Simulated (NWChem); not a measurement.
System: CH3FO2Si; SMILES F[SiH]1OCO1

Here is an NWChem input.

```
start job
memory heap 200 mb stack 900 mb global 1100 mb
geometry units angstroms noautosym nocenter noautoz
  F     -0.479180     1.794312     0.000000
  Si     0.435957     0.484122     0.000000
  O     -0.003471    -0.683468    -1.113300
  C     -0.340500    -1.539440     0.000000
  O     -0.003471    -0.683468     1.113300
  H      1.829994     0.957120     0.000000
  H      0.279348    -2.440905     0.000000
  H     -1.407602    -1.783601     0.000000
end
basis spherical
  * library def2-svp
end
dft
  xc b3lyp
  iterations 150
  mulliken
end
task dft energy
esp
  recalculate
  probe 0.07
  range 0.3
  factor 1.0
  spacing 0.02
end
task esp
```

Output (shortened):

```
             Northwest Computational Chemistry Package (NWChem) 7.3.0
             --------------------------------------------------------

                             Geometry "geometry" -> ""
                             -------------------------

 Output coordinates in angstroms (scale by  1.889725989 to convert to a.u.)

  No.       Tag          Charge          X              Y              Z
 ---- ---------------- ---------- -------------- -------------- --------------
    1 F                    9.0000    -0.47918000     1.79431200     0.00000000
    2 Si                  14.0000     0.43595700     0.48412200     0.00000000
    3 O                    8.0000    -0.00347100    -0.68346800    -1.11330000
    4 C                    6.0000    -0.34050000    -1.53944000     0.00000000
    5 O                    8.0000    -0.00347100    -0.68346800     1.11330000
    6 H                    1.0000     1.82999400     0.95712000     0.00000000
    7 H                    1.0000     0.27934800    -2.44090500     0.00000000
    8 H                    1.0000    -1.40760200    -1.78360100     0.00000000

 Effective nuclear repulsion energy (a.u.)     252.6507660401

                                 NWChem DFT Module
                                 -----------------

 Summary of "ao basis" -> "ao basis" (spherical)
 ------------------------------------------------------------------------------
       Tag                 Description            Shells   Functions and Types
 ---------------- ------------------------------  ------  ---------------------
 F                          def2-svp                 6       14   3s2p1d
 Si                         def2-svp                 8       18   4s3p1d
 O                          def2-svp                 6       14   3s2p1d
 C                          def2-svp                 6       14   3s2p1d
 H                          def2-svp                 3        5   2s1p

            General Information
            -------------------
          SCF calculation type: DFT
          Wavefunction type:  closed shell.
          No. of atoms     :     8
          No. of electrons :    48
           Alpha electrons :    24
            Beta electrons :    24
          Charge           :     0
          Spin multiplicity:     1
          Use of symmetry is: off; symmetry adaption is: off
          Maximum number of iterations: 150
          AO basis - number of functions:    89
                     number of shells:    41
          Convergence on energy requested:  1.00D-06
          Convergence on density requested:  1.00D-05
          Convergence on gradient requested:  5.00D-04

              XC Information
              --------------
                         B3LYP Method XC Potential
                     Hartree-Fock (Exact) Exchange  0.200
                        Slater Exchange Functional  0.800 local
                    Becke 1988 Exchange Functional  0.720 non-local
              Lee-Yang-Parr Correlation Functional  0.810
                  VWN I RPA Correlation Functional  0.190 local

             Grid Information
             ----------------
          Grid used for XC integration:  medium
          Radial quadrature: Mura-Knowles
          Angular quadrature: Lebedev.
          Tag              B.-S. Rad. Rad. Pts. Rad. Cut. Ang. Pts.
          ---              ---------- --------- --------- ---------
          F                   0.50       49          11.0       434
          Si                  1.10       88           9.0       590
          O                   0.60       49           8.0       434
          C                   0.70       49          10.0       434
          H                   0.35       45          11.0       434
          Grid pruning is: on
          Number of quadrature shells:   419
          Spatial weights used:  Erf1

      Superposition of Atomic Density Guess
      -------------------------------------

 Sum of atomic energies:        -576.53601100

      Non-variational initial energy
      ------------------------------

 Total energy =    -578.392585
 1-e energy   =   -1300.343350
 2-e energy   =     469.299999
 HOMO         =      -0.359280
 LUMO         =       0.066354

     ---------------------------------------------
      Total Density - Mulliken Population Analysis
     ---------------------------------------------

    Atom       Charge   Shell Charges
 -----------   ------   -------------------------------------------------------
    1 F    9     9.55   1.99  1.14  0.78  3.51  2.12  0.00
    2 Si  14    12.50   2.00  1.99  0.82  0.18  5.93  0.82  0.42  0.35
    3 O    8     8.83   1.99  1.11  0.72  3.04  1.96  0.01
    4 C    6     5.34   1.99  0.90  0.16  1.58  0.63  0.07
    5 O    8     8.83   1.99  1.11  0.72  3.04  1.96  0.01
    6 H    1     1.07   0.68  0.38  0.01
    7 H    1     0.94   0.71  0.21  0.02
    8 H    1     0.94   0.71  0.21  0.02

   convergence    iter        energy       DeltaE   RMS-Dens  Diis-err
 ---------------- ----- ----------------- --------- --------- ---------
 d= 0,ls=0.0,diis     1   -579.3588816162 -8.32D+02  1.82D-02  1.17D+00
 d= 0,ls=0.0,diis     2   -579.2692341989  8.96D-02  9.44D-03  2.40D+00
 d= 0,ls=0.0,diis     3   -579.4920058496 -2.23D-01  1.26D-03  2.06D-02
 d= 0,ls=0.0,diis     4   -579.4935561183 -1.55D-03  4.22D-04  2.20D-03
 d= 0,ls=0.0,diis     5   -579.4937697338 -2.14D-04  9.96D-05  1.36D-04
  Resetting Diis
 d= 0,ls=0.0,diis     6   -579.4937853783 -1.56D-05  2.24D-05  6.15D-06
 d= 0,ls=0.0,diis     7   -579.4937860750 -6.97D-07  9.75D-06  4.23D-07

         Total DFT energy =     -579.493786075036
      One electron energy =    -1302.867403654379
           Coulomb energy =      525.980331028809
    Exchange-Corr. energy =      -55.257479489528
 Nuclear repulsion energy =      252.650766040063

 Numeric. integr. density =       47.999998463319

                       DFT Final Molecular Orbital Analysis
                       ------------------------------------

 Vector   22  Occ=2.000000D+00  E=-3.354657D-01
              MO Center= -1.3D-02, -7.0D-01,  7.2D-08, r^2= 2.1D+00
   Bfn.  Coefficient  Atom+Function         Bfn.  Coefficient  Atom+Function
  ----- ------------  ---------------      ----- ------------  ---------------
    38      0.441804  3 O  pz                66      0.441804  5 O  pz
    41      0.314753  3 O  pz                69      0.314753  5 O  pz
    52     -0.140873  4 C  pz                24     -0.133718  2 Si pz
    37      0.103120  3 O  py                65     -0.103120  5 O  py
    34     -0.081077  3 O  s                 62      0.081077  5 O  s

 Vector   23  Occ=2.000000D+00  E=-3.303207D-01
              MO Center=  2.5D-04, -6.4D-01, -2.1D-07, r^2= 1.9D+00
   Bfn.  Coefficient  Atom+Function         Bfn.  Coefficient  Atom+Function
  ----- ------------  ---------------      ----- ------------  ---------------
    36      0.419292  3 O  px                64     -0.419292  5 O  px
    39      0.324328  3 O  px                67     -0.324328  5 O  px
    37     -0.169640  3 O  py                65      0.169640  5 O  py
    40     -0.131756  3 O  py                68      0.131756  5 O  py
     6      0.070086  1 F  pz                31      0.067355  2 Si d  1

 Vector   24  Occ=2.000000D+00  E=-3.077412D-01
              MO Center= -8.4D-02, -8.9D-01,  2.2D-07, r^2= 2.6D+00
   Bfn.  Coefficient  Atom+Function         Bfn.  Coefficient  Atom+Function
  ----- ------------  ---------------      ----- ------------  ---------------
    36      0.342715  3 O  px                64      0.342715  5 O  px
    85      0.255349  8 H  s                 39      0.239578  3 O  px
    67      0.239579  5 O  px                80     -0.234997  7 H  s
    50     -0.223341  4 C  px                86      0.163885  8 H  s
    76     -0.157873  6 H  s                 81     -0.154058  7 H  s

 Vector   25  Occ=0.000000D+00  E= 1.069104D-02
              MO Center=  4.4D-01,  3.4D-01,  1.9D-08, r^2= 3.5D+00
   Bfn.  Coefficient  Atom+Function         Bfn.  Coefficient  Atom+Function
  ----- ------------  ---------------      ----- ------------  ---------------
    27      0.881911  2 Si pz                35      0.524111  3 O  s
    63     -0.524111  5 O  s                 55      0.358291  4 C  pz
    24      0.316030  2 Si pz                52      0.257918  4 C  pz
     6      0.191713  1 F  pz                 9     -0.188978  1 F  pz
    21     -0.160279  2 Si pz                34      0.123991  3 O  s

 Vector   26  Occ=0.000000D+00  E= 4.888004D-02
              MO Center=  5.8D-01,  8.0D-01, -2.3D-08, r^2= 4.0D+00
   Bfn.  Coefficient  Atom+Function         Bfn.  Coefficient  Atom+Function
  ----- ------------  ---------------      ----- ------------  ---------------
    18      0.991599  2 Si s                 26      0.911347  2 Si py
    76     -0.890961  6 H  s                 49      0.755076  4 C  s
     3     -0.543611  1 F  s                 81     -0.494269  7 H  s
    17      0.306437  2 Si s                 16      0.213611  2 Si s
    23      0.181684  2 Si py                 7     -0.175202  1 F  px

 Vector   27  Occ=0.000000D+00  E= 6.398688D-02
              MO Center= -2.8D-02, -1.3D+00,  8.2D-09, r^2= 5.2D+00
   Bfn.  Coefficient  Atom+Function         Bfn.  Coefficient  Atom+Function
  ----- ------------  ---------------      ----- ------------  ---------------
    49      1.750133  4 C  s                 18     -1.277756  2 Si s
    81     -1.148862  7 H  s                 86     -1.027113  8 H  s
    26      0.553576  2 Si py                54     -0.479499  4 C  py
    76      0.446422  6 H  s                 35      0.360537  3 O  s
    63      0.360537  5 O  s                 51     -0.211302  4 C  py

     ---------------------------------------------
      Total Density - Mulliken Population Analysis
     ---------------------------------------------

    Atom       Charge   Shell Charges
 -----------   ------   -------------------------------------------------------
    1 F    9     9.30   1.99  1.13  0.79  3.36  2.03  0.01
    2 Si  14    13.13   2.00  1.98  0.95  0.08  5.93  1.15  0.51  0.55
    3 O    8     8.47   1.99  1.09  0.74  2.87  1.78  0.01
    4 C    6     5.57   1.99  0.94  0.03  1.99  0.54  0.09
    5 O    8     8.47   1.99  1.09  0.74  2.87  1.78  0.01
    6 H    1     1.11   0.75  0.35  0.01
    7 H    1     0.97   0.76  0.19  0.02
    8 H    1     0.96   0.76  0.18  0.02

     -------------------------------------------
      Total Density - Lowdin Population Analysis
     -------------------------------------------

    Atom       Charge   Shell Charges
 -----------   ------   -------------------------------------------------------
    1 F    9     9.17   1.98  1.02  0.76  3.22  2.20  0.01
    2 Si  14    13.39   2.00  1.92  0.59  0.29  5.81  1.16  0.77  0.84
    3 O    8     8.28   1.97  0.93  0.63  2.73  2.00  0.02
    4 C    6     5.79   1.96  0.59  0.30  1.77  0.99  0.19
    5 O    8     8.28   1.97  0.93  0.63  2.73  2.00  0.02
    6 H    1     1.10   0.65  0.42  0.03
    7 H    1     0.99   0.66  0.26  0.07
    8 H    1     0.99   0.66  0.26  0.07

     Multipole analysis of the density
     ---------------------------------

     L   x y z        total         alpha         beta         nuclear
     -   - - -        -----         -----         ----         -------
     0   0 0 0     -0.000000    -24.000000    -24.000000     48.000000

     1   1 0 0      0.300239     -0.222140     -0.222140      0.744518
     1   0 1 0     -0.325002      0.322212      0.322212     -0.969426
     1   0 0 1      0.000000      0.000000      0.000000      0.000000

     2   2 0 0    -24.495092    -31.587415    -31.587415     38.679738
     2   1 1 0      1.806066     -2.632140     -2.632140      7.070346
     2   1 0 1      0.000000      0.000000      0.000000      0.000000
     2   0 2 0    -24.404480   -126.486789   -126.486789    228.569097
     2   0 1 1     -0.000000     -0.000000     -0.000000      0.000000
     2   0 0 2    -28.637660    -49.727701    -49.727701     70.817742

                     NWChem Electrostatic Potential Fit Module
                     -----------------------------------------

 Atom parameters

 Number of atoms is                                    8
 Number of basis functions is                         89

 Grid parameters

 Maximum number of grid points is                  35433
 Number of grid points is                          35432
 Grid range                                     0.300000 nm
 Grid spacing                                   0.020000 nm
 Probe radius                                   0.070000 nm
 Atom radius factor                             1.000000

 Atomic radii

    1    0.100000
    6    0.147000
    8    0.136000
    9    0.128000
   14    0.187000
 FASTESP  F
  using M.O. file = ./job.movecs

    Atom              Coordinates                           Charge

                                                  ESP

    1 F    -0.047918    0.179431    0.000000   -0.344008
    2 Si    0.043596    0.048412    0.000000    1.208017
    3 O    -0.000347   -0.068347   -0.111330   -0.616072
    4 C    -0.034050   -0.153944    0.000000    0.558884
    5 O    -0.000347   -0.068347    0.111330   -0.616144
    6 H     0.182999    0.095712    0.000000   -0.177680
    7 H     0.027935   -0.244091    0.000000   -0.017213
    8 H    -0.140760   -0.178360    0.000000    0.004217
                                            ------------
                                               -0.000000

 Dipole moment                                  0.475884

 Quadrupole moment Qxx                          3.768614
                   Qyy                          4.328614
                   Qzz                         -8.097228

 RMS deviation kJ/mol                           0.056097

 RRMS %                                        26.152920
```

Level: B3LYP/def2-SVP. Geometry: optimised at B3LYP/6-31G* (spherical d).
